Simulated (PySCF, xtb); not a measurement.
Al(Me)(H) (CH4Al), SMILES [CH3][AlH], multiplicity 2.

Harmonic wavenumbers (cm⁻¹) from GFN2-xTB run with xtb at its own minimum, in rising order: 40, 308, 466, 506, 604, 1281, 1443, 1444, 1547, 2900, 2905, 2916.

Question: What does PBE-D3(BJ)/def2-TZVP (PySCF) give at its own minimum? (The exact figures need the calculation; the answer reports its results.)

Answer: 113, 439, 511, 597, 732, 1146, 1382, 1396, 1746, 2948, 3020, 3064. Paired by order, the mean absolute difference is 102 cm⁻¹ and the zero-point energies are 23.4 and 24.4 kcal/mol.
